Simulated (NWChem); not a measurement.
System: SiHOF, singlet; SMILES F[Si]O

Output (shortened):

```
             Northwest Computational Chemistry Package (NWChem) 7.3.0
             --------------------------------------------------------

                             Geometry "geometry" -> ""
                             -------------------------

 Output coordinates in angstroms (scale by  1.889725989 to convert to a.u.)

  No.       Tag          Charge          X              Y              Z
 ---- ---------------- ---------- -------------- -------------- --------------
    1 Si                  14.0000     0.62140200     0.01245200     0.00000000
    2 F                    9.0000    -0.42110700    -1.25910500     0.00000000
    3 O                    8.0000    -0.44932800     1.27604700     0.00000000
    4 H                    1.0000    -1.39785800     1.08855900     0.00000000

 Effective nuclear repulsion energy (a.u.)     100.8521490423

                                 NWChem DFT Module
                                 -----------------

 Summary of "ao basis" -> "ao basis" (spherical)
 ------------------------------------------------------------------------------
       Tag                 Description            Shells   Functions and Types
 ---------------- ------------------------------  ------  ---------------------
 Si                          6-31g*                  8       18   4s3p1d
 F                           6-31g*                  6       14   3s2p1d
 O                           6-31g*                  6       14   3s2p1d
 H                           6-31g*                  2        2   2s

 in cosmo_initialize ...
 calling solv_data for solv:anisole

 solvent parameters
 solvname_short: anisole
 solvname_long:  anisole
 dielec:        4.2247
 dielecinf:     2.3025
 nonaqueous SMD model solvent descriptors
 dielec:        4.2247
 sola:          0.0000
 solb:          0.2900
 solc:          0.7500
 solg:         50.5200
 solh:          0.0000
 soln:          1.5174

          ---------------
          -cosmo- solvent
          ---------------
 Cosmo: York-Karplus, doi: 10.1021/jp992097l
 dielectric constant -eps-     =   4.22
 screen = (eps-1)/(eps    )    =   0.76330
 surface charge correction     = lagrangian

   van der Waals surface
 --------------------------

[...]

                                COSMO-SMD solvation results
                                ---------------------------

             internal energy in gas <Psi(g)|H|Psi(g)> =      -465.119208196165
         internal energy in solvent <Psi(s)|H|Psi(s)> =      -465.119021259556
                               delta internal energy  =         0.000186936609 (    0.12 kcal/mol)
   total free energy in solvent <Psi(s)|H+V/2|Psi(s)> =      -465.123419651060
 polarization energy contribution <Psi(s)|V/2|Psi(s)> =        -0.004398391503 (   -2.76 kcal/mol)
    total free energy in solvent including G(SMD-CDS) =      -465.124579095674
                       G(SMD-CDS) energy contribution =        -0.001159444615 (   -0.73 kcal/mol)
     1 M fixed-concentration free energy of solvation =        -0.005370899510 (   -3.37 kcal/mol)

                       DFT Final Molecular Orbital Analysis
                       ------------------------------------

 Vector   14  Occ=2.000000D+00  E=-4.424710D-01
              MO Center= -4.0D-01,  8.0D-01,  1.1D-09, r^2= 1.8D+00
   Bfn.  Coefficient  Atom+Function         Bfn.  Coefficient  Atom+Function
  ----- ------------  ---------------      ----- ------------  ---------------
    36      0.530254  3 O  py                40      0.378612  3 O  py
    22      0.305867  2 F  py                26      0.220293  2 F  py
    38      0.167115  3 O  s                  6     -0.132848  1 Si s
    34      0.105089  3 O  s                 35      0.099804  3 O  px
     8     -0.093688  1 Si py                47     -0.082925  4 H  s

 Vector   15  Occ=2.000000D+00  E=-4.254425D-01
              MO Center= -3.9D-01,  1.1D+00, -1.6D-09, r^2= 1.0D+00
   Bfn.  Coefficient  Atom+Function         Bfn.  Coefficient  Atom+Function
  ----- ------------  ---------------      ----- ------------  ---------------
    37      0.586510  3 O  pz                41      0.463248  3 O  pz
    23     -0.155195  2 F  pz                 9      0.134518  1 Si pz
    27     -0.126027  2 F  pz                15      0.058924  1 Si d -1
     5     -0.057231  1 Si pz                13      0.056171  1 Si pz
    17      0.031320  1 Si d  1              43     -0.026304  3 O  d -1

 Vector   16  Occ=2.000000D+00  E=-3.208557D-01
              MO Center=  9.7D-01,  1.2D-02, -4.2D-08, r^2= 2.0D+00
   Bfn.  Coefficient  Atom+Function         Bfn.  Coefficient  Atom+Function
  ----- ------------  ---------------      ----- ------------  ---------------
     6      0.470478  1 Si s                 10      0.466214  1 Si s
     7      0.374870  1 Si px                 2     -0.215764  1 Si s
    21     -0.208376  2 F  px                25     -0.171781  2 F  px
    38     -0.167342  3 O  s                  3     -0.147160  1 Si px
    36      0.145646  3 O  py                35     -0.134632  3 O  px

 Vector   17  Occ=0.000000D+00  E=-1.522599D-02
              MO Center=  6.2D-01,  2.9D-02,  5.2D-08, r^2= 2.9D+00
   Bfn.  Coefficient  Atom+Function         Bfn.  Coefficient  Atom+Function
  ----- ------------  ---------------      ----- ------------  ---------------
    13      0.605778  1 Si pz                 9      0.542750  1 Si pz
    41     -0.258182  3 O  pz                37     -0.221800  3 O  pz
     5     -0.198407  1 Si pz                27     -0.185725  2 F  pz
    23     -0.176996  2 F  pz                17     -0.042423  1 Si d  1

[...]
```

Level: M06-2X/6-31G* (spherical d), SMD on the gas-phase geometry. Low-valent species are run as closed-shell singlets; no triplet was tried in these runs. Geometry: optimised at PBE0/def2-SVP. Solvent: anisole.

Problem. Write an input that gives this output.

Solution. This is not unique; one that fits is the input that was run:
```
start job
memory heap 200 mb stack 700 mb global 900 mb
geometry units angstroms noautosym nocenter noautoz
  Si     0.621402     0.012452     0.000000
  F     -0.421107    -1.259105     0.000000
  O     -0.449328     1.276047     0.000000
  H     -1.397858     1.088559     0.000000
end
basis spherical
  * library 6-31g*
end
dft
  xc m06-2x
  iterations 150
end
cosmo
  do_cosmo_smd true
  solvent anisole
end
task dft energy
```
